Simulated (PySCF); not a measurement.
**ScB: input and log**

State: ⁵Σ⁻ (quintet), unpaired electrons σ ↑↑, π ↑↑.

An equivalent input (the run itself took its basis sets from the Basis Set Exchange, started from a PBE0 density and held the occupation σ 9α 7β, πx 3α 2β, πy 3α 2β):

```python
from pyscf import gto, scf, cc
mol = gto.M(atom='Sc 0 0 0; B 0 0 2.075', basis={'Sc': 'def2-TZVPP', 'B': 'def2-TZVPP'},
            charge=0, spin=4, verbose=4, symmetry='C2v')
mf = scf.UHF(mol)
mf.irrep_nelec = {'A1': (9, 7), 'B1': (3, 2), 'B2': (3, 2)}
mf.conv_tol = 1e-9
mf.max_cycle = 60
mf.diis_space = 10
mf.kernel()
mycc = cc.CCSD(mf, frozen=[[0, 1, 2, 3, 4, 5], [0, 1, 2, 3, 4, 5]])
mycc.run(conv_tol=1e-7, conv_tol_normt=1e-5, max_cycle=80, diis_space=8)
et = mycc.ccsd_t()
```

The SCF ended at -784.28186877 hartree. The coupled-cluster part of the log:

```
******** <class 'pyscf.cc.uccsd.UCCSD'> ********
CC2 = 0
CCSD nocc = (9, 5), nmo = (89, 89)
frozen orbitals [[0, 1, 2, 3, 4, 5], [0, 1, 2, 3, 4, 5]]
max_cycle = 80
direct = 0
conv_tol = 1e-07
conv_tol_normt = 1e-05
diis_space = 8
diis_start_cycle = 0
diis_start_energy_diff = 1e+09
Init t2, MP2 energy = -0.304617888952037
Init E_corr(UCCSD) = -0.304617889044574
cycle = 1  E_corr(UCCSD) = -0.326208120239135  dE = -0.0215902312  norm(t1,t2) = 0.109175
cycle = 2  E_corr(UCCSD) = -0.335872012039384  dE = -0.0096638918  norm(t1,t2) = 0.05475
cycle = 3  E_corr(UCCSD) = -0.339470534542565  dE = -0.0035985225  norm(t1,t2) = 0.0458525
cycle = 4  E_corr(UCCSD) = -0.34632852471953  dE = -0.00685799018  norm(t1,t2) = 0.0326804
cycle = 5  E_corr(UCCSD) = -0.346539435662328  dE = -0.000210910943  norm(t1,t2) = 0.0201579
cycle = 6  E_corr(UCCSD) = -0.34813401292386  dE = -0.00159457726  norm(t1,t2) = 0.0109786
cycle = 7  E_corr(UCCSD) = -0.348646899793759  dE = -0.00051288687  norm(t1,t2) = 0.00585701
cycle = 8  E_corr(UCCSD) = -0.348533112950298  dE = 0.000113786843  norm(t1,t2) = 0.00230998
cycle = 9  E_corr(UCCSD) = -0.348680560258872  dE = -0.000147447309  norm(t1,t2) = 0.00118134
cycle = 10  E_corr(UCCSD) = -0.348671711786234  dE = 8.84847264e-06  norm(t1,t2) = 0.000592724
cycle = 11  E_corr(UCCSD) = -0.348691819355171  dE = -2.01075689e-05  norm(t1,t2) = 0.000349532
cycle = 12  E_corr(UCCSD) = -0.348702176825169  dE = -1.035747e-05  norm(t1,t2) = 0.000166666
cycle = 13  E_corr(UCCSD) = -0.348702549653511  dE = -3.72828342e-07  norm(t1,t2) = 8.49707e-05
cycle = 14  E_corr(UCCSD) = -0.348702566953217  dE = -1.72997054e-08  norm(t1,t2) = 4.07077e-05
cycle = 15  E_corr(UCCSD) = -0.348701114019657  dE = 1.45293356e-06  norm(t1,t2) = 1.90198e-05
cycle = 16  E_corr(UCCSD) = -0.348700945285555  dE = 1.68734102e-07  norm(t1,t2) = 8.4408e-06
cycle = 17  E_corr(UCCSD) = -0.348700904501167  dE = 4.0784388e-08  norm(t1,t2) = 3.27123e-06
UCCSD converged
E(UCCSD) = -784.6305696765354  E_corr = -0.3487009045011665
UCCSD(T) correction = -0.0176999971125429
```

T1 diagnostic 0.073, D1 0.250, 14 electrons correlated.

Repeating this along the bond gives Re = 2.082 Å and ωe = 652 cm⁻¹.

A point of this curve took 97 CPU seconds beside 0.56 for the integrals, on Arm Neoverse V2 (shared host).

Correlated steps freeze 6 core orbitals. The CCSD T1 diagnostic is raised, a sign that a single reference may not be enough here. The state is the lowest single determinant that the PBE0 search found; with open d or f shells the true ground state can be another one.
